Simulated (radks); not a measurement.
Correlation energies from several functionals, in hartree. Species: Li2+ 1s1; Mo [Kr] 4d5 5s1; Si4+ [Ne]; Mg [Ne] 3s2. Calculated with a radial shooting solver on a logarithmic mesh with Libxc functionals: non-relativistic Kohn-Sham, r2SCAN, spin-polarised, spherical densities, point nucleus; meta-GGA in the generalised Kohn-Sham scheme. Every spin shell is full or empty, so the densities are truly spherical. Functionals are evaluated on that one density, not self-consistently.

functional        Li2+       Mo      Si4+        Mg
PW92         -0.034201  -3.8160  -0.87736  -0.88776
VWN5         -0.034136  -3.8336  -0.88189  -0.89188
PZ           -0.034326  -3.8086  -0.87470  -0.88516
Wigner               0  -2.0735  -0.53543  -0.60467
Chachiyo     -0.033857  -3.7600  -0.86258  -0.87063
PW91        -0.0077506  -2.2572  -0.43444  -0.44964
OP (B88)             0  -1.9306  -0.43444  -0.44399
TPSS                 0  -2.0800  -0.39412  -0.41466
revTPSS              0  -2.1075  -0.40291  -0.42793
r2SCAN               0  -2.1029  -0.38212  -0.41317
